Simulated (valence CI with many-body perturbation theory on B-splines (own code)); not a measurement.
Values are calculated unless marked as measured or tabulated.
**Energy levels of Ag XVI**

Level of theory: valence CI with perturbative core correlation (CI+MBPT): four valence electrons over a frozen Dirac-Fock core [Ar] 3d10, radial functions for each j: 11 s, 11 p, 9 d, 7 f, 5 g, 2 h, 1 i, with the one-electron correlation potential Σ1 (screened to all orders), the two-electron term Σ2, the three-electron term Σ3, Breit, model QED; selected single and double excitations, second order for the rest (own B-spline code, finite nucleus).

No measured levels were compared; by estimate levels hold to about 250 cm⁻¹ or 0.2 % of their energy and the worst to 1 %, as in measured heavy ions of charge 2 to 7; those with d or f electrons hold less well.

Levels 1 to 45 of 72, with energies above the lowest level, 4s²4p² ³P_0. "Leading %" is the weight of the configuration and term that name the level; weights of strongly mixed levels are sums over their largest components and can fall short. In the jj column 3d3/2^4 stands for four electrons in 3d with j = 3/2.

```tsv
No.	Configuration	Term	J	E (cm⁻¹)	Leading %	Leading jj	Second component
1	4s²4p²	³P	0	0	83	4s^2 4p1/2^2 (94 %)	16 % 4s²4p² ¹S
2	4s²4p²	³P	1	43364	98	4s^2 4p1/2 4p3/2 (98 %)	
3	4s²4p²	³P	2	57415	54	4s^2 4p1/2 4p3/2 (93 %)	44 % 4s²4p² ¹D
4	4s²4p²	¹D	2	112610	54	4s^2 4p3/2^2 (93 %)	44 % 4s²4p² ³P
5	4s²4p²	¹S	0	150210	82	4s^2 4p3/2^2 (93 %)	16 % 4s²4p² ³P
6	4s4p³	⁵S°	2	310090	84	4s 4p1/2^2 4p3/2 (58 %)	12 % 4s4p³ ³P°
7	4s4p³	³D°	1	369800	69	4s 4p1/2^2 4p3/2 (64 %)	18 % 4s4p³ ³P°
8	4s4p³	³D°	2	377020	68	4s 4p1/2 4p3/2^2 (67 %)	16 % 4s4p³ ³P°
9	4s4p³	³D°	3	393830	93	4s 4p1/2 4p3/2^2 (93 %)	5 % 4s²4p4d ³D°
10	4s4p³	³P°	0	426060	95	4s 4p1/2 4p3/2^2 (95 %)	4 % 4s²4p4d ³P°
11	4s4p³	³P°	1	432650	70	4s 4p1/2 4p3/2^2 (75 %)	18 % 4s4p³ ³D°
12	4s4p³	³P°	2	438510	38	4s 4p1/2 4p3/2^2 (49 %)	28 % 4s4p³ ¹D°
13	4s4p³	³S°	1	483760	57	4s 4p1/2 4p3/2^2 (70 %)	32 % 4s4p³ ¹P°
14	4s4p³	¹D°	2	485180	48	4s 4p3/2^3 (55 %)	28 % 4s4p³ ³P°
15	4s4p³	¹P°	1	546380	54	4s 4p3/2^3 (72 %)	33 % 4s4p³ ³S°
16	4s²4p4d	³F°	2	549760	88	4s^2 4p1/2 4d3/2 (85 %)	4 % 4s4p³ ¹D°
17	4s²4p4d	³F°	3	572580	90	4s^2 4p1/2 4d5/2 (70 %)	5 % 4s²4p4d ³D°
18	4s²4p4d	³P°	2	596610	44	4s^2 4p1/2 4d5/2 (83 %)	26 % 4s²4p4d ¹D°
19	4s²4p4d	³D°	1	607280	55	4s^2 4p1/2 4d3/2 (84 %)	27 % 4s²4p4d ³P°
20	4s²4p4d	³F°	4	611320	98	4s^2 4p3/2 4d5/2 (98 %)	
21	4s²4p4d	¹D°	2	637440	42	4s^2 4p3/2 4d3/2 (50 %)	28 % 4s²4p4d ³D°
22	4s²4p4d	³P°	0	645940	94	4s^2 4p3/2 4d3/2 (94 %)	
23	4s²4p4d	³P°	1	651200	62	4s^2 4p3/2 4d3/2 (82 %)	29 % 4s²4p4d ³D°
24	4s²4p4d	³D°	3	652510	78	4s^2 4p3/2 4d5/2 (40 %)	8 % 4s²4p4d ¹F°
25	4s²4p4d	³D°	2	657980	46	4s^2 4p3/2 4d5/2 (56 %)	39 % 4s²4p4d ³P°
26	4s²4p4d	¹F°	3	697370	86	4s^2 4p3/2 4d5/2 (53 %)	10 % 4s²4p4d ³D°
27	4s²4p4d	¹P°	1	707380	82	4s^2 4p3/2 4d5/2 (77 %)	8 % 4s²4p4d ³D°
28	4p⁴	³P	2	737930	60	4p1/2^2 4p3/2^2 (80 %)	20 % 4p⁴ ¹D
29	4p⁴	³P	0	772040	54	4p1/2^2 4p3/2^2 (73 %)	27 % 4p⁴ ¹S
30	4p⁴	³P	1	788460	76	4p1/2 4p3/2^3 (76 %)	19 % 4s4p²4d ³P
31	4p⁴	¹D	2	797430	57	4p1/2 4p3/2^3 (76 %)	19 % 4p⁴ ³P
32	4s4p²4d	⁵F	1	808950	83	4s 4p1/2^2 4d3/2 (62 %)	6 % 4s4p²4d ³D
33	4s4p²4d	⁵F	2	815520	73	4s 4p1/2^2 4d3/2 (40 %)	16 % 4s4p²4d ⁵D
34	4s4p²4d	⁵F	3	828010	64	4s 4p1/2^2 4d5/2 (45 %)	26 % 4s4p²4d ⁵D
35	4s4p²4d	⁵D	0	847820	92	4s 4p1/2 4p3/2 4d3/2 (90 %)	
36	4s4p²4d	⁵F	4	849760	78	4s 4p1/2 4p3/2 4d5/2 (80 %)	19 % 4s4p²4d ⁵D
37	4s4p²4d	⁵D	1	850580	84	4s 4p1/2 4p3/2 4d3/2 (79 %)	8 % 4s4p²4d ⁵F
38	4s4p²4d	⁵D	2	852350	59	4s 4p1/2 4p3/2 4d3/2 (70 %)	19 % 4s4p²4d ⁵F
39	4s4p²4d	⁵D	3	855710	40	4s 4p1/2 4p3/2 4d3/2 (56 %)	28 % 4s4p²4d ⁵F
40	4s4p²4d	⁵D	4	866650	53	4s 4p1/2 4p3/2 4d5/2 (46 %)	29 % 4s4p²4d ³F
41	4s4p²4d	⁵F	5	869780	88	4s 4p1/2 4p3/2 4d5/2 (67 %)	12 % 4s4p²4d ³G
42	4s4p²4d	³F	2	872120	80	4s 4p1/2 4p3/2 4d5/2 (36 %)	5 % 4s4p²4d ⁵D
43	4p⁴	¹S	0	878570	50	4p3/2^4 (62 %)	21 % 4p⁴ ³P
44	4s4p²4d	³F	3	889590	65	4s 4p1/2 4p3/2 4d5/2 (60 %)	17 % 4s4p²4d ⁵P
45	4s4p²4d	³P	2	897230	63	4s 4p1/2 4p3/2 4d5/2 (62 %)	9 % 4s4p²4d ³D
```

Names give the largest LS component (configuration and term), which can be under half, so a name can repeat, a term be missing and a line seem to break the LS rules; names also repeat where a configuration has a term twice.

The ionisation energy to 4s²4p ²P°1/2 of the next ion comes out as 381.58 eV (NIST: 381 ± 3 eV (theoretical)). All 72 levels together are meant to be complete up to 1009500 cm⁻¹.
